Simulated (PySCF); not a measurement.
CH₅AlOS. Atoms are numbered in the order given.

```xyz
9

Al    -0.5829     1.0545     0.0000
H     -1.8981     1.9293     0.0000
O      0.9899     1.7149     0.0000
H      1.2259     2.6431     0.0000
S     -0.6705    -1.1125     0.0000
C      1.1106    -1.5443     0.0000
H      1.7438    -0.6473     0.0000
H      1.3254    -2.1437    -0.8947
H      1.3254    -2.1437     0.8947
```

Geometry optimised at PBE0-D3(BJ)/def2-SVP. The values are those of a single conformer.

These are PySCF with B3LYP/pcSseg-1 values and carry that method's errors.

GIAO shieldings, no solvent; atoms alike by connectivity are averaged. δ = σ(ref) − σ: ¹H against TMS (σ = 31.68 ppm); ¹⁷O against H2O (σ = 333.8 ppm); ³³S against H2S (σ = 695.8 ppm); ¹³C against TMS (σ = 181.3 ppm), references at their B3LYP-D3(BJ)/def2-TZVP geometries, non-relativistic.

```csv
nucleus,atoms,count,δ (ppm)
¹H,H2,1,4.96
¹H,H4,1,2.68
¹H,"H7, H8, H9",3,2.62
¹⁷O,O3,1,56.8
³³S,S5,1,58.9
¹³C,C6,1,12.7
```
